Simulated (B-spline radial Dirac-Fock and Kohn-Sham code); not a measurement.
# Form factor and incoherent scattering function of Lu⁴¹⁺

System: the Lu⁴¹⁺ ion in the configuration [Ar] 3d10 4s2.

The run's input, task.json:

```json
{"items": [{
  "Z": 71,
  "q": 41,
  "cfg": [[1, 0, 2], [2, 0, 2], [2, 1, 6], [3, 0, 2], [3, 1, 6], [3, 2, 10], [4, 0, 2]],
  "A": 175,
  "rrms": 5.37,
  "do": ["scatter"],
  "s": [0.0, 0.04, 0.05, 0.07, 0.09, 0.11, 0.14, 0.17, 0.22, 0.27, 0.34, 0.43, 0.54, 0.68, 0.86, 1.08, 1.36, 1.71, 2.15, 2.71, 3.41, 4.29, 5.4],
  "pz": [0, 0.1, 0.2, 0.3, 0.4, 0.5, 0.6, 0.8, 1.0, 1.2, 1.4, 1.6, 1.8, 2.0, 2.5, 3.0, 4.0, 5.0, 7.0, 10.0, 15.0, 20.0, 30.0, 40.0, 60.0, 100.0],
  "hv_scatter": [5000, 8047.8, 10000, 17479.3, 20000, 30000, 50000, 200000]
}]}
```

Run with: `python xray_run.py task.json out`

Method: configuration-average Dirac-Fock orbitals. Computed with a radial finite-basis atomic code. f₀ is the Fourier transform of the spherical electron density, S the Waller-Hartree incoherent function, and s = sin θ/λ.

```csv
s (Å⁻¹),f₀,S
0,30.000,0.000
0.04,29.985,0.017
0.05,29.977,0.027
0.07,29.955,0.053
0.09,29.925,0.087
0.11,29.889,0.129
0.14,29.820,0.209
0.17,29.736,0.305
0.22,29.560,0.504
0.27,29.342,0.745
0.34,28.969,1.144
0.43,28.382,1.743
0.54,27.523,2.561
0.68,26.247,3.667
0.86,24.405,5.100
1.08,22.013,6.804
1.36,19.008,8.908
1.71,15.601,11.411
2.15,12.080,14.162
2.71,8.856,17.010
3.41,6.506,19.803
4.29,5.116,22.367
5.4,4.124,24.564
```

f₀ starts at the number of electrons, 30, and has fallen to half at s ≈ 1.79 Å⁻¹. The sum of ⟨r²⟩ over the electrons is 1.252 bohr².
